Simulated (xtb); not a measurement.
xtb job for C4H7BFN, SMILES C=C=CB(F)NC, GFN2-xTB. 

```
$ xtb mol.xyz --gfn 2 --ohess tight --chrg 0 --uhf 0 --json
$ cat mol.xyz
14

C      2.95210000     0.45900000     0.54560000
C      1.85690000     0.20870000    -0.09560000
C      0.71350000     0.01230000    -0.74320000
B     -0.28420000    -1.05760000    -0.13180000
F     -0.33710000    -2.27260000    -0.66610000
N     -1.44820000    -0.51450000     0.74930000
C     -2.20420000     0.30040000    -0.19260000
H      3.76320000    -0.18660000     0.30980000
H      2.92920000     1.27470000     1.21670000
H      0.57520000     0.49340000    -1.68890000
H     -1.15330000    -0.00190000     1.60240000
H     -2.56960000     1.24480000     0.41550000
H     -3.12040000    -0.26840000    -0.46400000
H     -1.59160000     0.49430000    -1.02520000
```

Log of the run:

```
[banner left out]
          |                Calculation Setup                |
           -------------------------------------------------



           -------------------------------------------------
          |                 G F N 2 - x T B                 |
           -------------------------------------------------

        Reference                      10.1021/acs.jctc.8b01176
      * Hamiltonian:
        H0-scaling (s, p, d)           1.850000    2.230000    2.230000
        zeta-weighting                 0.500000
      * Dispersion:
        s8                             2.700000
        a1                             0.520000
        a2                             5.000000
        s9                             5.000000
      * Repulsion:
        kExp                           1.500000    1.000000
        rExp                           1.000000
      * Coulomb:
        alpha                          2.000000
        third order                    shell-resolved
        anisotropic                    true
        a3                             3.000000
        a5                             4.000000
        cn-shift                       1.200000
        cn-exp                         4.000000
        max-rad                        5.000000


          ...................................................
          :                      SETUP                      :
          :.................................................:
          :  # basis functions                  35          :
          :  # atomic orbitals                  35          :
          :  # shells                           21          :
          :  # electrons                        38          :
          :  max. iterations                   250          :
          :  Hamiltonian                  GFN2-xTB          :
          :  restarted?                      false          :
          :  GBSA solvation                  false          :
[...]
     4   5 B        2.470     0.381    18.235     7.565
     5   9 F        0.722    -0.315    12.500     4.175
     6   7 N        2.609    -0.244    26.370     7.627
     7   6 C        3.684    -0.037    21.450     6.631
     8   1 H        0.926     0.054     2.269     2.356
     9   1 H        0.926     0.054     2.269     2.355
    10   1 H        0.925     0.062     2.178     2.308
    11   1 H        0.860     0.157     1.356     1.824
    12   1 H        0.924     0.041     2.440     2.443
    13   1 H        0.925     0.068     2.108     2.271
    14   1 H        0.924     0.041     2.439     2.442

 Mol. C6AA /au·bohr⁶  :       1969.698926
 Mol. C8AA /au·bohr⁸  :      46432.301090
 Mol. α(0) /au        :         69.338339


Wiberg/Mayer (AO) data.
largest (>0.10) Wiberg bond orders for each atom

 ---------------------------------------------------------------------------
     #   Z sym  total        # sym  WBO       # sym  WBO       # sym  WBO
 ---------------------------------------------------------------------------
     1   6 C    3.979 --     2 C    1.958     9 H    0.942     8 H    0.942
     2   6 C    3.973 --     1 C    1.958     3 C    1.909
     3   6 C    3.976 --     2 C    1.909     4 B    0.980    10 H    0.930
     4   5 B    3.421 --     6 N    1.332     5 F    0.987     3 C    0.980
     5   9 F    1.086 --     4 B    0.987
     6   7 N    3.417 --     4 B    1.332     7 C    1.018    11 H    0.954
     7   6 C    3.976 --     6 N    1.018    13 H    0.983    14 H    0.978
                            12 H    0.978
     8   1 H    0.996 --     1 C    0.942
     9   1 H    0.996 --     1 C    0.942
    10   1 H    0.996 --     3 C    0.930
    11   1 H    0.975 --     6 N    0.954
    12   1 H    0.998 --     7 C    0.978
    13   1 H    0.995 --     7 C    0.983
    14   1 H    0.998 --     7 C    0.978
 ---------------------------------------------------------------------------

Topologies differ in total number of bonds
Writing topology from bond orders to xtbtopo.mol

molecular dipole:
                 x           y           z       tot (Debye)
 q only:       -0.060       0.662       0.660
   full:        0.018       0.750       0.748       2.692
molecular quadrupole (traceless):
                xx          xy          yy          xz          yz          zz
 q only:        2.883      -1.959      -1.443      -1.986      -2.102      -1.439
  q+dip:        2.422      -1.233      -1.189      -1.274      -0.909      -1.233
   full:        2.326      -1.996      -1.160      -2.009      -2.197      -1.167

           -------------------------------------------------
          |                Geometry Summary                 |
           -------------------------------------------------

      molecular mass/u    :       98.9146633
   center of mass at/Å    :        0.0455067      -0.3153839      -0.3403143
  moments of inertia/u·Å² :        0.1108284E+03   0.3308014E+03   0.4350666E+03
rotational constants/cm⁻¹ :        0.1521056E+00   0.5095998E-01   0.3874725E-01

 * 12 selected distances

     #   Z          #   Z                                           value/Å
     1   6 C        2   6 C                                       1.2942250
     2   6 C        3   6 C                                       1.3010178
     4   5 B        5   9 F                                       1.3440612
     4   5 B        6   7 N                                       1.3886331
     6   7 N        7   6 C                                       1.4463527 (max)
     1   6 C        8   1 H                                       1.0782797
     1   6 C        9   1 H                                       1.0782063
     3   6 C       10   1 H                                       1.0838541
     6   7 N       11   1 H                                       1.0082567 (min)
     7   6 C       12   1 H                                       1.0932055
     7   6 C       13   1 H                                       1.0872497
     7   6 C       14   1 H                                       1.0932043

 * 6 distinct bonds (by element types)

   Z      Z             #   av. dist./Å        max./Å        min./Å
   1 H    6 C           6     1.0856666     1.0932055     1.0782063
   6 C    6 C           2     1.2976214     1.3010178     1.2942250
   1 H    7 N           1     1.0082567     1.0082567     1.0082567
   5 B    7 N           1     1.3886331     1.3886331     1.3886331
   6 C    7 N           1     1.4463527     1.4463527     1.4463527
   5 B    9 F           1     1.3440612     1.3440612     1.3440612

           -------------------------------------------------
          |               Frequency Printout                |
           -------------------------------------------------
 projected vibrational frequencies (cm⁻¹)
eigval :       -0.00     0.00     0.00     0.00     0.00     0.00
eigval :       60.72    86.63   150.09   158.95   214.55   295.90
eigval :      319.43   364.81   420.28   562.63   578.29   649.60
eigval :      744.58   828.69   872.10   955.60  1059.84  1081.15
eigval :     1111.47  1119.19  1164.32  1281.14  1311.76  1411.99
eigval :     1422.62  1466.34  1475.91  1503.46  2069.88  2946.36
eigval :     2966.57  3022.25  3046.89  3073.76  3079.79  3463.84
 reduced masses (amu)
   1: 13.11   2: 12.88   3: 15.11   4: 10.98   5: 11.22   6: 10.40   7: 10.79   8: 10.04
   9:  2.15  10:  8.62  11: 12.24  12: 13.65  13:  6.43  14:  8.54  15: 12.50  16: 11.92
  17:  8.23  18:  3.21  19: 12.21  20:  3.58  21:  2.50  22:  4.69  23:  5.03  24:  9.40
  25:  3.68  26:  4.99  27: 10.03  28:  5.64  29:  6.07  30:  2.99  31:  6.15  32:  6.65
Molecule has the following symmetry elements: (sigma)
It seems to be the Cs point group
  33:  1.56  34:  5.33  35: 11.87  36:  1.95  37:  1.46  38:  1.81  39:  1.70  40:  1.51
  41:  2.08  42:  1.84
 IR intensities (km·mol⁻¹)
   1:  0.18   2:  0.04   3:  0.79   4:  0.14   5:  0.83   6:  1.20   7:  1.62   8:  0.36
   9:  0.02  10:  0.61  11:  0.91  12:  9.19  13:  0.15  14:  9.39  15:  1.54  16:  2.78
  17: 33.11  18:117.61  19: 15.53  20: 41.68  21: 24.96  22:  0.17  23: 60.23  24: 19.94
  25:  0.97  26:  0.71  27:209.46  28: 55.38  29:192.98  30: 21.61  31: 26.67  32:167.34
  33:  7.62  34:139.48  35:334.52  36: 46.00  37: 61.28  38: 22.80  39: 10.92  40: 11.60
  41: 16.32  42:  6.04
 Raman intensities (Ä⁴*amu⁻¹)
   1:  0.00   2:  0.00   3:  0.00   4:  0.00   5:  0.00   6:  0.00   7:  0.00   8:  0.00
   9:  0.00  10:  0.00  11:  0.00  12:  0.00  13:  0.00  14:  0.00  15:  0.00  16:  0.00
  17:  0.00  18:  0.00  19:  0.00  20:  0.00  21:  0.00  22:  0.00  23:  0.00  24:  0.00
  25:  0.00  26:  0.00  27:  0.00  28:  0.00  29:  0.00  30:  0.00  31:  0.00  32:  0.00
  33:  0.00  34:  0.00  35:  0.00  36:  0.00  37:  0.00  38:  0.00  39:  0.00  40:  0.00
  41:  0.00  42:  0.00
 output can be read by thermo (or use thermo option).
 writing <g98.out> molden fake output.
 recommended (thermochemical) frequency scaling factor: 1.0
           -------------------------------------------------
          |             Thermodynamic Functions             |
           -------------------------------------------------

cs  symmetry found (for desy threshold:  0.10E+00) used in thermo

          ...................................................
          :                      SETUP                      :
          :.................................................:
          :  # frequencies                          36      :
          :  # imaginary freq.                       0      :
          :  linear?                             false      :
          :  only rotor calc.                    false      :
          :  symmetry                               cs      :
          :  rotational number                       1      :
          :  scaling factor                  1.0000000      :
          :  rotor cutoff                   50.0000000 cm⁻¹ :
          :  imag. cutoff                  -20.0000000 cm⁻¹ :
          :.................................................:

    mode    ω/cm⁻¹     T·S(HO)/kcal·mol⁻¹    T·S(FR)/kcal·mol⁻¹   T·S(vib)
   ------------------------------------------------------------------------
       1     60.72    -1.32189 ( 68.50%)    -0.99872 ( 31.50%)    -1.22010
       2     86.63    -1.11353 ( 90.01%)    -0.89354 (  9.99%)    -1.09155
       3    150.09    -0.79638 ( 98.78%)    -0.73080 (  1.22%)    -0.79558
       4    158.95    -0.76394 ( 99.03%)    -0.71382 (  0.97%)    -0.76345
       5    214.55    -0.59768 ( 99.71%)    -0.62499 (  0.29%)    -0.59776
       6    295.90    -0.42934 ( 99.92%)    -0.52978 (  0.08%)    -0.42942
   ------------------------------------------------------------------------

   temp. (K)  partition function   enthalpy   heat capacity  entropy
                                   cal/mol     cal/K/mol   cal/K/mol   J/K/mol
 298.15  VIB   199.                 3623.194     22.970     22.258
         ROT  0.305E+06              888.752      2.981     28.077
         INT  0.609E+08             4511.946     25.951     50.334
         TR   0.952E+27             1481.254      4.968     39.667
         TOT                        5993.2004    30.9190    90.0020   376.5682

       T/K    H(0)-H(T)+PV         H(T)/Eh          T*S/Eh         G(T)/Eh
   ------------------------------------------------------------------------
    298.15    0.955077E-02    0.115124E+00    0.427628E-01    0.723614E-01
   ------------------------------------------------------------------------

         :::::::::::::::::::::::::::::::::::::::::::::::::::::
         ::                  THERMODYNAMIC                  ::
         :::::::::::::::::::::::::::::::::::::::::::::::::::::
         :: total free energy         -20.953366984726 Eh   ::
         ::.................................................::
Note: The following floating-point exceptions are signalling: IEEE_UNDERFLOW_FLAG IEEE_DENORMAL
normal termination of xtb
         :: total energy              -21.025728341111 Eh   ::
         :: zero point energy           0.105573424305 Eh   ::
         :: G(RRHO) w/o ZPVE           -0.033212067920 Eh   ::
         :: G(RRHO) contrib.            0.072361356385 Eh   ::
         :::::::::::::::::::::::::::::::::::::::::::::::::::::

optimized geometry written to: xtbopt.xyz


           -------------------------------------------------
          | TOTAL ENERGY              -21.025728341111 Eh   |
          | TOTAL ENTHALPY            -20.910604144093 Eh   |
          | TOTAL FREE ENERGY         -20.953366984726 Eh   |
          | GRADIENT NORM               0.000477438615 Eh/α |
          | HOMO-LUMO GAP               4.372017565919 eV   |
           -------------------------------------------------

------------------------------------------------------------------------
------------------------------------------------------------------------
 total:
 SCF:
 ANC optimizer:
 analytical hessian:
```

Self-consistency was reached.
